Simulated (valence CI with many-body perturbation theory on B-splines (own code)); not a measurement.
# E1 line list for Sn II

Level of theory: relativistic CI+MBPT: three valence electrons over a frozen Dirac-Fock core [Kr] 4d10, radial functions for each j: 11 s, 11 p, 10 d, 8 f, 5 g, 2 h, with the one-electron correlation potential Σ1, the two-electron term Σ2, the three-electron term Σ3, Breit, model QED; selected CI, second order for the rest, scaled by the run's own slope (own B-spline code, finite nucleus).

Against 15 measured levels this calculation errs by 136 cm⁻¹ on average and by 391 at most. These come from a selection out of the NIST Handbook of Basic Atomic Spectroscopic Data. Levels without a partner in it may be off by more.

Lines 51 to 100 of 228 in falling wavelength, among levels below 108414 cm⁻¹, chosen from the strongest by gf and those to the six lowest levels. Wavelengths and rates use the calculated energies, so an error of 100 cm⁻¹ moves a line at 7734 Å by 0.77 % and its rate by three times that or more. Electric multipoles are in the length gauge, E1 and E2 with the static RPA response of the core. Weak lines are less certain than strong ones. Lines between different terms over intervals too small for the method are left out, as are lines whose strength nearly cancels. The highest levels of a list are the least certain.

Names give the largest LS component (configuration and term), which can be under half, so a name can repeat, a term be missing and a line seem to break the LS rules; names also repeat where a configuration has a term twice.

| λ vac (Å) | λ from measured levels | Upper | Lower | A (s⁻¹) | S (a.u.) |
| --- | --- | --- | --- | --- | --- |
| 9342 |  | 5s²7d ²D_3/2 | 4f5s² ²F°_5/2 | 3.38e+05 | 5.44e-01 |
| 9333 |  | 5s²5g ²G_7/2 | 4f5s² ²F°_5/2 | 6.70e+07 | 2.15e+02 |
| 9331 |  | 5s²8p ²P°_1/2 | 5s²6d ²D_3/2 | 3.19e+05 | 2.56e-01 |
| 9328 |  | 5s²5g ²G_9/2 | 4f5s² ²F°_7/2 | 6.95e+07 | 2.78e+02 |
| 9328 |  | 5s²5g ²G_7/2 | 4f5s² ²F°_7/2 | 2.49e+06 | 7.98e+00 |
| 9294 |  | 5s²7d ²D_5/2 | 4f5s² ²F°_5/2 | 1.36e+04 | 3.24e-02 |
| 9288 |  | 5s²7d ²D_5/2 | 4f5s² ²F°_7/2 | 2.71e+05 | 6.43e-01 |
| 9268 |  | 5s²8p ²P°_3/2 | 5s²6d ²D_5/2 | 1.30e+05 | 2.05e-01 |
| 9173 |  | 5s²8p ²P°_3/2 | 5s²6d ²D_3/2 | 9.68e+03 | 1.47e-02 |
| 8961 |  | 5s²7p ²P°_1/2 | 5s5p² ²P_1/2 | 1.98e+05 | 1.41e-01 |
| 8684 |  | 5s²7p ²P°_3/2 | 5s5p² ²P_1/2 | 2.64e+05 | 3.42e-01 |
| 8000 |  | 5s²9s ²S_1/2 | 5s²7p ²P°_3/2 | 8.59e+06 | 4.34e+00 |
| 7778 |  | 5s²9s ²S_1/2 | 5s²7p ²P°_1/2 | 4.62e+06 | 2.15e+00 |
| 7734 | 7905 | 5s²6p ²P°_1/2 | 5s5p² ²D_3/2 | 1.82e+07 | 8.30e+00 |
| 7593 | 7744 | 5s²6p ²P°_3/2 | 5s5p² ²D_5/2 | 1.77e+07 | 1.53e+01 |
| 7382 |  | 5s²8d ²D_3/2 | 5s²7p ²P°_3/2 | 2.05e+06 | 1.63e+00 |
| 7374 |  | 5s²7s ²S_1/2 | 5s²6p ²P°_3/2 | 6.74e+07 | 2.67e+01 |
| 7365 |  | 5s²8d ²D_5/2 | 5s²7p ²P°_3/2 | 1.24e+07 | 1.47e+01 |
| 7246 | 7389 | 5s²6p ²P°_3/2 | 5s5p² ²D_3/2 | 2.09e+06 | 1.57e+00 |
| 7193 |  | 5s²8d ²D_3/2 | 5s²7p ²P°_1/2 | 1.08e+07 | 7.96e+00 |
| 6929 |  | 5s²7s ²S_1/2 | 5s²6p ²P°_1/2 | 3.55e+07 | 1.17e+01 |
| 6928 | 6846 | 5s²6p ²P°_1/2 | 5s²6s ²S_1/2 | 5.79e+07 | 1.90e+01 |
| 6780 |  | 5s²6f ²F°_7/2 | 5s²6d ²D_5/2 | 1.42e+07 | 1.74e+01 |
| 6778 |  | 5s²6f ²F°_5/2 | 5s²6d ²D_5/2 | 9.47e+05 | 8.74e-01 |
| 6728 |  | 5s²6f ²F°_5/2 | 5s²6d ²D_3/2 | 1.37e+07 | 1.23e+01 |
| 6670 |  | 5s²8p ²P°_1/2 | 5s²7s ²S_1/2 | 2.80e+05 | 8.21e-02 |
| 6589 |  | 5s²8p ²P°_3/2 | 5s²7s ²S_1/2 | 7.53e+05 | 4.25e-01 |
| 6534 | 6455 | 5s²6p ²P°_3/2 | 5s²6s ²S_1/2 | 6.80e+07 | 3.74e+01 |
| 6333 |  | 5s²7p ²P°_1/2 | 5s5p² ²S_1/2 | 7.11e+04 | 1.78e-02 |
| 6324 |  | 5s²9p ²P°_1/2 | 5s²6d ²D_3/2 | 2.14e+05 | 5.34e-02 |
| 6324 |  | 5s²9p ²P°_3/2 | 5s²6d ²D_5/2 | 8.99e+04 | 4.49e-02 |
| 6280 |  | 5s²9p ²P°_3/2 | 5s²6d ²D_3/2 | 7.25e+03 | 3.54e-03 |
| 6194 |  | 5s²7p ²P°_3/2 | 5s5p² ²S_1/2 | 2.35e+04 | 1.10e-02 |
| 6178 |  | 5s²6g ²G_7/2 | 4f5s² ²F°_5/2 | 2.26e+07 | 2.10e+01 |
| 6176 |  | 5s²8d ²D_3/2 | 4f5s² ²F°_5/2 | 9.41e+03 | 4.38e-03 |
| 6176 |  | 5s²6g ²G_9/2 | 4f5s² ²F°_7/2 | 2.34e+07 | 2.73e+01 |
| 6176 |  | 5s²6g ²G_7/2 | 4f5s² ²F°_7/2 | 8.43e+05 | 7.84e-01 |
| 6170 |  | 5s²10s ²S_1/2 | 5s²7p ²P°_3/2 | 4.67e+06 | 1.08e+00 |
| 6165 |  | 5s²8d ²D_5/2 | 4f5s² ²F°_5/2 | 1.98e+02 | 1.37e-04 |
| 6162 |  | 5s²8d ²D_5/2 | 4f5s² ²F°_7/2 | 4.04e+03 | 2.80e-03 |
| 6037 |  | 5s²10s ²S_1/2 | 5s²7p ²P°_1/2 | 2.51e+06 | 5.45e-01 |
| 5805 | 5800 | 4f5s² ²F°_7/2 | 5s²5d ²D_5/2 | 7.69e+07 | 5.94e+01 |
| 5803 | 5799 | 4f5s² ²F°_5/2 | 5s²5d ²D_5/2 | 5.14e+06 | 2.98e+00 |
| 5648 |  | 5s²5f ²F°_5/2 | 5s5p² ²P_3/2 | 1.16e+05 | 6.18e-02 |
| 5607 | 5598 | 5s²6d ²D_3/2 | 5s²6p ²P°_3/2 | 1.91e+07 | 6.65e+00 |
| 5594 | 5590 | 4f5s² ²F°_5/2 | 5s²5d ²D_3/2 | 7.92e+07 | 4.11e+01 |
| 5572 | 5563 | 5s²6d ²D_5/2 | 5s²6p ²P°_3/2 | 1.14e+08 | 5.82e+01 |
| 5346 | 5334 | 5s²6d ²D_3/2 | 5s²6p ²P°_1/2 | 9.80e+07 | 2.95e+01 |
| 5254 |  | 5s²8p ²P°_1/2 | 5s5p² ²P_3/2 | 6.52e+04 | 9.33e-03 |
| 5203 |  | 5s²8p ²P°_3/2 | 5s5p² ²P_3/2 | 6.15e+04 | 1.71e-02 |
